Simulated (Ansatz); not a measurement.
Reaction (redistribution): `C=N[SiH2]N1BC1` + `[SiH3][TeH]` → `C=N[SiH2][TeH]` + `[SiH3]N1BC1`

Gas-phase electronic energies from Ansatz, PBE0-D4/def2-TZVP geometries. CCSD(T)/CBS is the MP2 limit (def2-TZVPP, def2-QZVPP) plus CCSD(T) − MP2 in def2-TZVPP, frozen cores. DFT in def2-TZVPP. B3LYP here is the variant with VWN-RPA as its local correlation; programs differ in this. Elements past krypton have def2 core potentials. For Te outer-core shells are correlated without core-valence functions, which leaves a few kJ/mol of doubt a bond. Each species was taken in one conformer, which may not be the lowest.

| level | ΔE (kJ/mol) | difference from CCSD(T)/CBS |
| --- | --- | --- |
| PBE-D4 | -4.0 | -2.6 |
| r2SCAN-D4 | -1.5 | -0.1 |
| PBE0-D4 | -2.1 | -0.7 |
| B3LYP-D4 | -2.4 | -1.0 |
| ωB97X-V | 0.1 | 1.5 |
| ωB97M-V | -0.5 | 0.9 |
| B2PLYP | -1.6 | -0.2 |
| PBE | -3.5 | -2.1 |
| r2SCAN | -1.7 | -0.3 |
| PBE0 | -1.6 | -0.2 |
| B3LYP | -1.2 | 0.2 |
| HF/def2-TZVPP | 3.0 | 4.4 |
| MP2/def2-TZVPP | -2.5 | -1.1 |
| SCS-MP2/def2-TZVPP | -1.3 | 0.1 |
| CCSD/def2-TZVPP | 0.9 | 2.3 |
| CCSD(T)/def2-TZVPP | -0.1 | 1.3 |
| HF/def2-QZVPP | 3.2 | 4.6 |
| MP2/def2-QZVPP | -3.2 | -1.8 |
| SCS-MP2/def2-QZVPP | -1.9 | -0.5 |
| HF/CBS(def2) | 3.3 | 4.7 |
| MP2/CBS(def2) | -3.9 | -2.5 |
| CCSD/CBS(def2) | -0.4 | 1.0 |
| CCSD(T)/CBS | -1.4 | 0 |

Largest T1 diagnostic among the species: 0.014.

In def2-TZVPP, CCSD(T) changes the Hartree–Fock value by −3.1 kJ/mol (the triples alone add −1.0 kJ/mol) and MP2 by −5.5 kJ/mol.
